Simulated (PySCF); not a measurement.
Computed shifts of a molecule C2H6F2Si, PBE/pcSseg-1 (PySCF), GIAO, gas phase, equivalent atoms averaged, in ppm (number of nuclei): ²⁹Si: 2.4 (1). ¹⁹F: -183.3 (2). ¹³C: 14.4 (1), 8.0 (1). ¹H: 5.55 (1), 1.47 (3), 1.01 (2). References: ²⁹Si against TMS (σ = 335.4 ppm); ¹⁹F against CFCl3 (σ = 133.6 ppm); ¹³C against TMS (σ = 182.0 ppm); ¹H against TMS (σ = 31.49 ppm), references at their B3LYP-D3(BJ)/def2-TZVP geometries, non-relativistic. The structure is a stationary point at r2SCAN-D4/def2-SVP. Other conformers were not sampled.

Task: Which structure fits?
A) CC[SiH](F)F
B) FC(F)C[SiH3]
C) FC[SiH2]CF
D) C[Si@H](F)CF

Result: A, CC[SiH](F)F
